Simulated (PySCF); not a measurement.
A geometry optimisation on `COB(P)OC`.

Method: PBE0-D3(BJ)/def2-SVP geometry optimisation, gas phase (PySCF 2.14.0). Start geometry: GFN2-xTB. The input is one job of a driver script: a line of settings, then coordinates in Å.

Input:
```
{"job": {"xc": "PBE0", "basis": "def2-SVP", "d3": "d3bj", "grid": 1, "kind": "geom"}, "charge": 0, "multiplicity": 1}
C      2.337025    -0.359001     0.325331
O      1.352827     0.655010     0.250004
B      0.031700     0.420152     0.197212
P     -1.037970     2.023804    -0.008828
O     -0.453258    -0.838040     0.234012
C     -1.819241    -1.158404     0.157654
H      2.802111    -0.473026    -0.655892
H      1.896354    -1.307513     0.632417
H      3.088796    -0.041581     1.049187
H     -1.635690     1.960503     1.238484
H     -0.044616     2.873962     0.424960
H     -1.943345    -1.951316    -0.582434
H     -2.416008    -0.287609    -0.136787
H     -2.159362    -1.517415     1.132537
```

**Question.** Estimate the output.

**Answer.** 
```
step   0  E = -597.04219836  max force = 0.022614
step   1  E = -597.04532823  max force = 0.005733
step   2  E = -597.04552170  max force = 0.002177
step   3  E = -597.04563190  max force = 0.000976
step   4  E = -597.04568796  max force = 0.000704
step   5  E = -597.04581058  max force = 0.001602
step   6  E = -597.04585883  max force = 0.001514
step   7  E = -597.04591426  max force = 0.000841
step   8  E = -597.04594851  max force = 0.000664
step   9  E = -597.04597755  max force = 0.000975
step  10  E = -597.04600607  max force = 0.000725
step  11  E = -597.04601353  max force = 0.000229
optimisation converged
```

Energies in Eh; «max force» is the largest Cartesian gradient component in Eh/bohr.

**Question.** How much energy does the optimisation release, in eV?

**Answer.** E(step 0) − E(last step) = 0.003815 Eh, which is 0.104 eV.

**Question.** Give the first gradient maximum in eV/Å.

**Answer.** With 1 Eh/bohr = 51.422 eV/Å, 1.163 eV/Å.

Main results: final energy -597.04601 Eh after 11 steps; dipole 2.03 D.

On an Arm Neoverse V1 with one thread, shared host, this took 69 s.
Labels such as C1 count atoms from 1, the log's own numbers from 0.
